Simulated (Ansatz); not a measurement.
Input file for Ansatz (a quantum-chemistry and plane-wave program): R-CCSD(T)/def2-TZVPP on Cl4Ga2.

Ansatz 0.2 input:
```yaml
crystal:
  periodic: [false, false, false]
  atoms:
    - {symbol: Ga, position_ang: [0.40655391, 0.40655349, 0.40655349]}
    - {symbol: Cl, position_ang: [1.63925035, 1.63925356, 1.63925356]}
    - {symbol: Cl, position_ang: [1.41168101, -1.01426326, -1.01426326]}
    - {symbol: Cl, position_ang: [-1.01425986, 1.41168250, -1.01426504]}
    - {symbol: Cl, position_ang: [-1.01425986, -1.01426504, 1.41168250]}
    - {symbol: Ga, position_ang: [-1.42876556, -1.42876125, -1.42876125]}
basis:
  gaussian:
    orbitals: def2-TZVPP
magnetization: {spin_polarized: false}
correlation: {method: ccsd_t, electrons: outside_noble_gas}
scf: {lower_state_search: off}
```

It printed:

```
WARN ansatz: RAYON_NUM_THREADS=4 ignored (pool sized by the plan → 4); use --threads N
Functional definition: HF
these checks for a lower state are left out or cut short: stability, starts, cluster_reference, orbital_swaps, neighbouring_geometries, increment
integrals: 1.78 GiB planned
1644 factors; integrals over basis functions are off by at most 1.2e-3 eV
mean field: 1.85 GiB planned
mean field evaluation 1: about -154690.0357 eV, gradient 2.3e1 eV
mean field evaluation 2: about -154690.2184 eV, gradient 2.4e1 eV
mean field evaluation 4: about -154691.9095 eV, gradient 2.9e0 eV
mean field evaluation 8: about -154691.9441 eV, gradient 7.4e-2 eV
mean field -154691.94417523 eV, -5684.8240944740 hartree, gradient 2.9e-6 eV, S^2 0.000000; 0 other end points of the search recorded, 0 dependent functions left out
48 core orbitals not correlated
reference -154691.94417523 eV, -5684.8240944740 hartree; 17, 17 occupied and 199, 199 virtual orbitals, 1644 factors
second order -24.11898729 eV of doubles, -0.00000000 eV of singles
coupled cluster: 2.87 GiB planned
cycle   1  -25.31275257 eV  change    -1.2e0 eV  update   9.9e-2
cycle   2  -25.84736173 eV  change   -5.3e-1 eV  update   3.0e-2
cycle   3  -25.94498130 eV  change   -9.8e-2 eV  update   1.4e-2
cycle   4  -25.93002858 eV  change    1.5e-2 eV  update   2.9e-3
cycle   5  -25.92843387 eV  change    1.6e-3 eV  update   9.4e-4
cycle   6  -25.92847080 eV  change   -3.7e-5 eV  update   2.8e-4
cycle   7  -25.92837997 eV  change    9.1e-5 eV  update   1.0e-4
cycle   8  -25.92839203 eV  change   -1.2e-5 eV  update   3.2e-5
perturbative correction -1.16399915 eV, -0.0427761796 hartree
Total energy: -154719.03656640 eV, -5685.8197214858 hartree
Checks for a lower state left out: stability, starts, cluster_reference, orbital_swaps, neighbouring_geometries, increment
```

The run converged.

Cost: around 110 core-seconds (rough).
